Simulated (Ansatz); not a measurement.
`C[Si](C)(Cl)Cl` + H₂ → `C[SiH](Cl)Cl` + CH₄ at 400 K and 1 bar (hydrogenolysis of the Si–C bond).

Isolated molecules relaxed with PBE0-D4/def2-TZVP in Ansatz; ΔE leaves out vibrations. CCSD(T)/CBS is the MP2 limit (def2-TZVPP, def2-QZVPP) plus CCSD(T) − MP2 in def2-TZVPP, frozen cores. This one scheme is used for every species.

| species | CCSD(T)/CBS energy (Eh) | H − E (kJ/mol) | S (J/(mol·K)) |
| --- | --- | --- | --- |
| `C[Si](C)(Cl)Cl` | -1288.49641 | 239.9 | 396.9 |
| H₂ | -1.17544 | 38.0 | 139.0 |
| `C[SiH](Cl)Cl` | -1249.21450 | 157.0 | 357.9 |
| CH₄ | -40.46206 | 131.3 | 197.2 |

H − E and S are ideal-gas, rigid-rotor, harmonic terms from PBE0-D4/def2-TZVP. The MP2-based limit puts H₂ 0.8 mEh under its directly extrapolated value; such offsets cancel only in part. 1 Eh = 2625.50 kJ/mol, R = 8.31446 J/(mol·K).

Task: By hand: ΔE, ΔH, ΔS and ΔG.

Result: ΔE = (-1249.21450) + (-40.46206) − (-1288.49641) − (-1.17544) = -0.00471 Eh = -12.4 kJ/mol. Δ(H − E) = 157.0 + 131.3 − 239.9 − 38.0 = 10.4, so ΔH = -2.0 kJ/mol. ΔS = 357.9 + 197.2 − 396.9 − 139.0 = 19.2 J/(mol·K). ΔG = -2.0 − 400 × (19.2)/1000 = -9.7 kJ/mol.

Task: By hand: the equilibrium constant, and the temperature at which ΔG would vanish if ΔH and ΔS stayed fixed.

Result: log₁₀ K = −ΔG/(RT ln 10) = 1.3. ΔH and −TΔS have one sign here, so there is no such temperature.

TΔS isn't small against ΔH here. A doubt of 5 kJ/mol in ΔE shifts log₁₀ K by 0.7 here. These are equilibria of isolated gas molecules and say nothing of rates. Largest T1 diagnostic: 0.009 (customary marks: 0.02 for closed shells, 0.045 for open ones).
